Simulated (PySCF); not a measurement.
## Electron correlation in Cr (chromium, neutral)

[Ar] 3d4 4s1 4p1, one real determinant (an excited configuration). All numbers are calculated (PySCF 2.14, scalar relativity by spin-free X2C-1e, in x2c-TZVPPall with one added diffuse shell each of s, p, d, f type (7s6p5d3f1g, 80 functions)). Frozen: [Ne]; 14 electrons correlated.

```
  level  correlation energy (mhartree)
   CCSD                        -374.95
    (T)                          -8.18
CCSD(T)                        -383.13
```

Diagnostics: T1 = 0.086, D1 = 0.4518, largest double amplitude 0.036.

**Question.** Is a single reference adequate?

**Answer.** Largely. T1 is above 0.03 while the doubles stay small, so the singles mainly relax the orbitals.

The reference is one real determinant that mixes LS terms of this configuration.

This basis was not built for core-valence correlation, so the inner-shell part is incomplete.
